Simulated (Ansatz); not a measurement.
One change: `BC=NB` becomes `B/N=C\Cl`.

Ansatz, PBE0-D4/def2-TZVP geometries, multiplicity 1. 

```
                                                                                  property  `BC=NB`
                                                        HOMO energy (PBE0/def2-TZVPP) / eV    -7.76
                                                       HOMO–LUMO gap (PBE/def2-TZVPP) / eV     2.58
                                                         LUMO energy (PBE/def2-TZVPP) / eV    -3.94
                                            size of the dipole moment (PBE/def2-TZVPP) / D     1.20
                                                        LUMO energy (PBE0/def2-TZVPP) / eV    -2.97
ideal-gas entropy at 298 K and 1 bar (rigid rotor, harmonic PBE0-D4/def2-TZVP) / J/(mol·K)      299
```

Q: What does the change do to each property? (Estimate.)

A: Ansatz gave: 
```csv
property,`B/N=C\Cl`,shift
HOMO energy (PBE0/def2-TZVPP) / eV,-8.41,-0.65
HOMO–LUMO gap (PBE/def2-TZVPP) / eV,5.07,2.49
LUMO energy (PBE/def2-TZVPP) / eV,-2.09,1.85
size of the dipole moment (PBE/def2-TZVPP) / D,1.30,0.10
LUMO energy (PBE0/def2-TZVPP) / eV,-1.06,1.91
"ideal-gas entropy at 298 K and 1 bar (rigid rotor, harmonic PBE0-D4/def2-TZVP) / J/(mol·K)",295,-4
```

With PBE0 the HOMO falls by 0.65 eV and the LUMO rises by 1.91 eV, so the gap widens by about 2.56 eV. PBE moves the HOMO by -0.64 eV and ωB97M-V by -0.51 eV. The zero-point energy changes by -50.9 kJ/mol with -6 modes. Dipoles are sizes alone; their direction can turn.
